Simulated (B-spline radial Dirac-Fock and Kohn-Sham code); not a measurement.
# Binding energies of Er³⁵⁺ at several levels of theory

System: the Er³⁵⁺ ion, 1s2 2s2 2p6 3s2 3p6 3d10 4s2 4p3.

The density-functional columns are spherical, spin-unpolarised Dirac-Kohn-Sham results without Breit or QED terms: −ε is minus the orbital energy of the initial state and ΔSCF the difference of two total energies. The reference in the last column comes from Dirac-Fock (average of configuration) total-energy differences with a finite nucleus, the Breit interaction including its frequency dependence, and self-energy and vacuum-polarisation corrections. All numbers are from a B-spline atomic structure program, in eV; a selection of levels is shown. For the 1s level of heavy atoms much of the gap between ΔSCF and the reference is the Breit and QED part, -264.1 eV here; for other levels the error of the functional can be larger.

| level | LDA −ε | LDA ΔSCF | Dirac-Fock |
| --- | --- | --- | --- |
| 1s | 58708.0 | 59231.1 | 58980.0 |
| 2s | 11063.8 | 11180.7 | 11238.4 |
| 2p3/2 | 9698.3 | 9826.9 | 9839.6 |
| 3s | 3541.2 | 3590.7 | 3637.3 |
| 3p3/2 | 3147.9 | 3196.9 | 3224.9 |
| 3d3/2 | 2819.8 | 2875.3 | 2874.4 |
| 3d5/2 | 2775.7 | 2830.2 | 2831.3 |
| 4s | 1639.1 | 1664.5 | 1662.6 |
| 4p | 1515.9 | 1540.7 | 1536.2 |

Values without a named source are computed, but for edge energies of neutral atoms, which are taken from tables.
